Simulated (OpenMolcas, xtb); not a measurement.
## InNH3Cl (SMILES [NH2][InH][Cl]): methods side by side

InNH3Cl has 6 atoms, charge 0, and is taken as a singlet. As SMILES, `[NH2][InH][Cl]`. Geometry: relaxed at PBE0-D4/def2-TZVP.

```xyz
6

N    -1.0208    0.1881   -0.5041
In    0.7921    0.1486    0.3279
Cl    0.9908   -1.7710    1.6492
H    -1.2194    0.7614   -1.3082
H    -1.5582   -0.6645   -0.5268
H     2.0575    1.2734    0.3158
```

Quantity: the vertical energy of the triplet above the singlet, in eV. The values are calculated.

```
                            level            kind     program  value (eV)  CPU time (all runs)
                         GFN1-xTB  semi-empirical         xtb        5.51            under 2 s
    HF/def2-SVPD (core potential)    Hartree–Fock  OpenMolcas        3.86                 41 s
 SVWN5/def2-SVPD (core potential)             LDA  OpenMolcas        4.63              1.9 min
  BLYP/def2-SVPD (core potential)             GGA  OpenMolcas        4.45              2.4 min
revPBE/def2-SVPD (core potential)             GGA  OpenMolcas        4.50              2.3 min
 M06-L/def2-SVPD (core potential)        meta-GGA  OpenMolcas        4.89              4.3 min
 B3LYP/def2-SVPD (core potential)   global hybrid  OpenMolcas        4.68              2.9 min
  PBE0/def2-SVPD (core potential)   global hybrid  OpenMolcas        4.67              2.9 min
```

Spin-orbit coupling, which can split open shells on such heavy atoms by tenths of an eV, is left out. The values span 3.86 to 5.51 eV. The xTB rows lack spin polarisation, so open shells miss the exchange term that lowers them. Times are those of the runs behind each value, whatever else they computed, on shared processors of several kinds: orders of magnitude only.
